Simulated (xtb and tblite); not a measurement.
Internal rotation in C2H9NSi2, SMILES C=C[SiH2][SiH2]N, singlet. Scanned: dihedral C1–C2–Si3–Si4 and dihedral C2–Si3–Si4–N5; all other coordinates were relaxed at GFN2-xTB. GFN2-xTB can order the conformers of Si and Ge chains otherwise than DFT does. Points at φ and −φ are mirror images. Heavy atoms are numbered in the order of the SMILES C=C[SiH2][SiH2]N, hydrogens after them in the order of the atoms that carry them; the mirror image has the same energies with the sign of each dihedral reversed.

Level of theory: GFN2-xTB (xtb and tblite).

Energy in kcal/mol above the lowest grid point; x is the dihedral C1–C2–Si3–Si4 (°), y the dihedral C2–Si3–Si4–N5 (°).

```
y \ x  -150  -120  -90  -60  -30    0   30   60   90  120  150  180
-----  ----  ----  ---  ---  ---  ---  ---  ---  ---  ---  ---  ---
180     0.6   0.2  0.3  0.5  0.2  0.0  0.2  0.5  0.3  0.2  0.6  1.0
150     0.7   0.3  0.4  0.6  0.4  0.2  0.3  0.5  0.3  0.3  0.7  1.1
120     0.8   0.4  0.5  0.6  0.4  0.4  0.5  0.6  0.4  0.4  0.8  1.2
90      0.9   0.4  0.5  0.6  0.3  0.3  0.6  0.7  0.5  0.4  0.9  1.3
60      0.9   0.4  0.3  0.7  0.3  0.1  0.4  0.6  0.5  0.5  0.9  1.3
30      0.9   0.4  0.3  0.5  0.9  0.3  0.4  0.5  0.4  0.4  1.0  1.3
0       0.9   0.4  0.3  0.6  0.5  1.1  0.5  0.6  0.3  0.4  0.9  1.5
-30     1.0   0.4  0.4  0.5  0.4  0.3  0.9  0.5  0.3  0.4  0.9  1.3
-60     0.9   0.5  0.5  0.6  0.4  0.1  0.3  0.7  0.3  0.4  0.9  1.3
-90     0.9   0.4  0.5  0.7  0.6  0.3  0.3  0.6  0.5  0.4  0.9  1.3
-120    0.8   0.4  0.4  0.6  0.5  0.4  0.4  0.6  0.5  0.4  0.8  1.2
-150    0.7   0.3  0.3  0.5  0.3  0.2  0.4  0.6  0.4  0.3  0.7  1.1
```

The six lowest points that lie below all their neighbours on the grid: x = 0, y = 180 (0.0 kcal/mol); x = 0, y = -60 (0.1 kcal/mol); x = 0, y = 60 (0.1 kcal/mol); x = -120, y = 180 (0.2 kcal/mol); x = 120, y = 180 (0.2 kcal/mol); x = -90, y = 0 (0.3 kcal/mol). The lowest path on the grid from the first to the second passes x = 0, y = -120 at 0.4 kcal/mol.
